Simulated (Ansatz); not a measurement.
A single point on C₂H₃InNO, SMILES `[CH3][In][N]=C=O` radical.

```yaml
crystal:
  periodic: [false, false, false]
  atoms:
    - {symbol: C, position_ang: [0.036216, 1.892857, -0.022797]}
    - {symbol: In, position_ang: [-0.021094, -0.013589, -1.127763]}
    - {symbol: N, position_ang: [-0.023416, -1.602970, 0.220624]}
    - {symbol: C, position_ang: [-0.051376, -2.804974, 0.203753]}
    - {symbol: O, position_ang: [-0.077801, -3.976520, 0.237674]}
    - {symbol: H, position_ang: [0.001949, 2.736264, -0.707212]}
    - {symbol: H, position_ang: [-0.826976, 1.884297, 0.643326]}
    - {symbol: H, position_ang: [0.962487, 1.884644, 0.552386]}
basis:
  gaussian: {orbitals: def2-TZVPP}
magnetization: {spin_polarized: true, initial_magnetization: 1}
hamiltonian: {xc: pbe}
correlation: {method: rpa}
```

```sh
$ ansatz run in.yaml --threads 4 --pin off --events-out ev --progress --plain
```

Output, abridged:

```
Functional definition: PBE
1501 factors; integrals over basis functions are off by at most 1.3e-3 eV
mean field evaluation 1: about -10808.7661 eV, gradient 7.0e1 eV
mean field evaluation 2: about -10808.7661 eV, gradient 7.0e1 eV
mean field evaluation 4: about -10818.5486 eV, gradient 4.1e1 eV
mean field evaluation 8: about -10829.8179 eV, gradient 2.5e0 eV
mean field evaluation 16: about -10829.8455 eV, gradient 2.1e-3 eV
mean field -10829.84547934 eV, -397.9894806327 hartree, gradient 6.8e-6 eV, S^2 0.752968; 0 other end points of the search recorded, 0 dependent functions left out
8 core orbitals not correlated: weight in the atoms' cores, before any rotation towards them, 1.000 or more for the frozen orbitals, at most 0.000 for the correlated occupied ones
reference -10776.80947355 eV, -396.0404433690 hartree; 18, 17 occupied and 190, 191 virtual orbitals, 1501 factors
Total energy: -10818.48147522 eV, -397.5718611842 hartree
```

Run time 8.5 s (4 threads of a server CPU on a shared host); peak host memory 0.64 GiB.
